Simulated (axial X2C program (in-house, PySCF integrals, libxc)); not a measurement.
**Worked dissociation energy of Te₂: CCSD, scalar-relativistic**

Computed with an in-house relativistic program for diatomic molecules. Spin-free means the one-electron spin-free X2C Hamiltonian. Basis: Te dyall-cv3z [11s12p8d4f1g] (cores contracted in-house); Gaussian nuclei, density fitting, unrestricted open shells. Masses: Te 129.906 u.

Molecular state: M_S = 1, Λ = 0 (beyond evenly filled blocks: π+α, π-α).

Correlated methods: 12 electrons correlated (number of frozen shells: Te 4 s, 3 p, 2 d), 296 virtual spin orbitals or spinors in MP2, 110 natural virtuals in coupled cluster.

| Item | Value |
| --- | --- |
| E(Te) (2M_S = 2, M_L = 0) | -6791.052625 hartree |
| E(Te₂) at Re | -13582.194099 hartree |
| ωe | 259.8 cm⁻¹ |
| ωexe | 0.418 cm⁻¹ |

Work out De and D0.

De = -6791.052625 + (-6791.052625) − (-13582.194099) = 0.08885 hartree = 2.418 eV. The zero-point energy is ωe/2 − ωexe/4 = 130 cm⁻¹ = 0.016 eV, so D0 = 2.402 eV.

Occupations by symmetry block were frozen at the best pattern of an incomplete PBE0 search. Dissociation energies refer to the lowest single-determinant-based atoms at the same level and basis. CCSD ran in a truncated set of natural virtual spinors with an MP2 remainder; without triples it tends to underbind. PBE0 can misorder states that lie within some tenths of an eV, so this need not be the ground state of the molecule. The nearest other spin-free determinant of the search, M_S = 0, Λ = 2, lies 0.53 eV up at the distance of the search. With the outer-core shells frozen, correlated bond lengths of heavy atoms tend to come out a few hundredths of an ångström too long. Spin-free De lacks the spin–orbit lowering of the heavy p-block atom, a tenth of an eV or more for 4p and 5p, up to an eV for 6p and one to two eV for 7p atoms, less what an open-shell molecule gains itself.

Each atomic determinant is the lowest at this level and need not be a pure term. Totals compare only within one Hamiltonian and basis.
